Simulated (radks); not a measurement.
All-electron atom: Cs XXXV in [Ar] 3d3.

Calculated with a radial shooting solver on a logarithmic mesh with Libxc functionals: scalar-relativistic Kohn-Sham, revPBE, spin-polarised, spherical densities, finite nucleus; open shells are filled with parallel spins first (spin-orbit coupling, left out, can overturn this in heavy ions); Fermi nuclear charge, rms radius 4.8041 fm.

Energy parts (hartree):
total: -6945.5724
kinetic: 7359.0715
electron-nucleus: -15427.7624
Hartree: 1258.3752
exchange-correlation: -135.2567

Orbitals (lengths in bohr, moments of r in powers of bohr):
1s up: occ. 1; eigenvalue (hartree) -1377.647; <r^4> 2.245e-06
1s down: occ. 1; eigenvalue (hartree) -1377.644; <r^4> 2.245e-06
2s up: occ. 1; eigenvalue (hartree) -267.2058; <r^4> 0.0003640
2s down: occ. 1; eigenvalue (hartree) -266.7901; <r^4> 0.0003626
2p up: occ. 3; eigenvalue (hartree) -246.3044; <r^4> 0.0002625
2p down: occ. 3; eigenvalue (hartree) -245.9929; <r^4> 0.0002610
3s up: occ. 1; eigenvalue (hartree) -95.27882; <r^4> 0.01166
3s down: occ. 1; eigenvalue (hartree) -94.82824; <r^4> 0.01176
3p up: occ. 3; eigenvalue (hartree) -88.65142; <r^4> 0.01136
3p down: occ. 3; eigenvalue (hartree) -88.17918; <r^4> 0.01148
3d up: occ. 3; eigenvalue (hartree) -80.18556; <r^4> 0.008019
3d down: occ. 0; eigenvalue (hartree) -79.58250; <r^4> 0.008158

The highest occupied level is 3d up at -2182.0 eV. The spin density at the nucleus is -13.58 e/bohr^3 (1s -1.59, 2s -43.14, 3s 31.16). For comparison, the ionisation energy in NIST's Atomic Spectra Database is 2230 eV (theoretical). In exact Kohn-Sham theory the highest level is minus the ionisation energy, but local and semilocal functionals leave it too shallow, through self-interaction and a potential that decays too fast; potentials with the right tail come closer. The electron density at the nucleus is 3.066e+05 e/bohr^3 (large components only). The density falls to 0.001 e/bohr^3 at r = 0.83 bohr. Spin moment in Bohr magnetons: 3. Summed over all electrons, <r^2> = 1.004 bohr^2, which gives a Langevin (diamagnetic) susceptibility term of -0.795 x 10^-6 cm^3/mol.
